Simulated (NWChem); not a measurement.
Species: C₂HCl₂, doublet; SMILES Cl[C]=CCl

Computed with NWChem. Spin-unrestricted. In the optimisation the excess spin sits in a' (Cs, its own frame). Coordinates come from a B3LYP/6-31G* (spherical d), spin-unrestricted optimisation. No stability test was run on the SCF state. Level PBE0/def2-SVPD: single points from the atomic guess with DIIS by default; each run changes one setting, and all converged runs end within 0.3 mHa of each other.

```tsv
setting	SCF iterations
defaults	12
no DIIS, 40 % damping	20
DIIS on 20 Fock matrices	11
occupation smearing of 0.005 Ha	12
level shift of 0.5 Ha throughout	17
DIIS on 3 Fock matrices	14
```
